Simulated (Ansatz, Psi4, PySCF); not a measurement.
Process, species as SMILES: [SiH3]N[SiH]N → N[SiH2]N[SiH2]

Quantity: isomerisation energy (enthalpy at 298 K), in kcal/mol. Terms: frozen cores in correlated levels; no dispersion term unless named; spin-orbit terms left out; non-relativistic; 6-311+G** with 5d, 6d on Na to Ar in Ansatz (a program for electronic structure); 6-31G* and kin with 6d, 5d where marked; UHF or UKS for open shells. CBS(X,Y): correlation extrapolated as X^-3; Hartree-Fock from the larger set. Ab initio and DFT rows: single points at B3LYP-D3(BJ) geometries (Ansatz), with unscaled harmonic terms from B3LYP/6-31G* (Ansatz) at its own minima.

Coupled cluster (Ansatz) is a level with limits of its own, used here on species with T1 under 0.025 (0.045 for open shells) and stable references: CCSD(T)/CBS(cc-pV(T+d)Z,cc-pV(Q+d)Z).

Value to compare with, CCSD(T)/CBS(cc-pV(T+d)Z,cc-pV(Q+d)Z) (Ansatz): -2.7 kcal/mol.

```json
[
 {"level": "HF/6-311+G**", "program": "Ansatz", "isomerisation energy (enthalpy at 298 K) (kcal/mol)": "-2.4", "difference": "0.3"},
 {"level": "PBE/3-21G", "program": "Ansatz", "isomerisation energy (enthalpy at 298 K) (kcal/mol)": "-2.2", "difference": "0.5"},
 {"level": "BLYP/6-31G*", "program": "Ansatz", "isomerisation energy (enthalpy at 298 K) (kcal/mol)": "-2.5", "difference": "0.2"},
 {"level": "BP86/def2-SVP", "program": "PySCF", "isomerisation energy (enthalpy at 298 K) (kcal/mol)": "-2.3", "difference": "0.4"},
 {"level": "B3LYP/STO-3G", "program": "Ansatz", "isomerisation energy (enthalpy at 298 K) (kcal/mol)": "-0.9", "difference": "1.8"},
 {"level": "B3LYP/6-31G*", "program": "Ansatz", "isomerisation energy (enthalpy at 298 K) (kcal/mol)": "-2.7", "difference": "0.0"},
 {"level": "wB97X-D/6-31G*", "program": "Psi4", "isomerisation energy (enthalpy at 298 K) (kcal/mol)": "-2.9", "difference": "-0.2"},
 {"level": "MP2/STO-3G", "program": "Ansatz", "isomerisation energy (enthalpy at 298 K) (kcal/mol)": "-1.8", "difference": "0.9"},
 {"level": "MP2/3-21G", "program": "Ansatz", "isomerisation energy (enthalpy at 298 K) (kcal/mol)": "-3.1", "difference": "-0.4"},
 {"level": "B3PW91/6-31G* (5d)", "program": "PySCF", "isomerisation energy (enthalpy at 298 K) (kcal/mol)": "-2.6", "difference": "0.1"},
 {"level": "PBE/def2-TZVPD", "program": "Ansatz", "isomerisation energy (enthalpy at 298 K) (kcal/mol)": "-2.2", "difference": "0.5"},
 {"level": "r2SCAN-D4/def2-TZVPD", "program": "Ansatz + dftd4", "isomerisation energy (enthalpy at 298 K) (kcal/mol)": "-2.5", "difference": "0.2"},
 {"level": "wB97X-V/def2-TZVPD", "program": "Ansatz", "isomerisation energy (enthalpy at 298 K) (kcal/mol)": "-2.5", "difference": "0.2"}
]
```

Among the 10 habitual levels, B3LYP/STO-3G lies farthest from CCSD(T)/CBS(cc-pV(T+d)Z,cc-pV(Q+d)Z) (Ansatz) (1.8 kcal/mol); 7 of 10 lie above it, and their mean absolute difference is 0.5 kcal/mol, the median 0.3. One case shows no general order.

The levels are drawn from those run, B3LYP/6-31G* more often than the rest, none by its result; left out are runs that failed, that the program found above a lower state of the same kind, or whose <S^2> lies over 0.5 above the pure value.
